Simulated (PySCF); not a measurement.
Si(Cl)2(F)(OSiH3) (Cl₂FH₃OSi₂), SMILES F[Si](Cl)(Cl)O[SiH3].

Geometry: PBE-D3(BJ)/def2-SVP. The structure was generated by enumeration, and PubChem lists no compound with its InChIKey, so it may never have been made. Other conformers were not sampled.

Vertical ionisation energy (IE) and electron affinity (EA) in eV. Rows of orbital energies are one-electron estimates. Where ΔSCF, EOM or ADC give a negative EA the extra electron is unbound and the value depends on the basis.

| level | IE | EA |
|---|---|---|
| −ε(HOMO), −ε(LUMO), HF/def2-TZVP (PySCF) | 12.97 | -2.73 |
| −ε(HOMO), −ε(LUMO), PBE/def2-TZVP (PySCF) | 7.98 | 1.46 |
